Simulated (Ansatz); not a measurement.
Coupled-cluster diagnostics for B(NH3)Et3 (C₆H₁₈BN), Ansatz.

Geometry of the singlet (PBE-D4/def2-SVP):

```xyz
26

B    -0.0060    0.0992    0.0202
N     0.1001   -1.5357   -0.3109
H     1.0846   -1.8348   -0.3732
H    -0.3587   -1.7594   -1.2065
H    -0.3560   -2.0905    0.4286
C    -1.5874    0.3601    0.3504
C    -2.1595   -0.3386    1.5919
H    -2.2219    0.1000   -0.5304
H    -1.7189    1.4602    0.4677
H    -3.2441   -0.1493    1.7407
H    -2.0542   -1.4497    1.5461
H    -1.6432   -0.0193    2.5211
C     0.5100    0.8396   -1.3449
C    -0.3407    0.6349   -2.6064
H     1.5643    0.5532   -1.5742
H     0.5641    1.9302   -1.1242
H     0.0820    1.1324   -3.5054
H    -0.4465   -0.4421   -2.8832
H    -1.3731    1.0211   -2.4763
C     0.9793    0.3347    1.3053
C     2.4750    0.0660    1.0880
H     0.6326   -0.2619    2.1827
H     0.8499    1.3938    1.6256
H     3.0842    0.2105    2.0058
H     2.6796   -0.9806    0.7559
H     2.9044    0.7257    0.3055
```

Correlated methods freeze 8 core orbitals.

**Question.** Estimate the CCSD(T) correlation energy, the shares of MP2 and (T), T1 and the reference's ⟨S²⟩ for: charge 0, singlet, own geometry in def2-SVP; and the rough time on 4 threads of Arm Neoverse V2 on a shared host.

**Answer.** 
```json
{"state": "charge 0, singlet, own geometry", "basis": "def2-SVP", "correlation (eV)": "-35.837", "MP2 share (%)": "88.8", "(T) share (%)": "2.9", "T1": "0.008", "⟨S²⟩ (pure)": "0.00 (0.00)", "wall time": "3.1 min"}
```
Customary marks for T1 are 0.02 (closed shells), 0.045 (open shells) and about 0.05 (3d metals). T1 stays under 0.02 throughout.
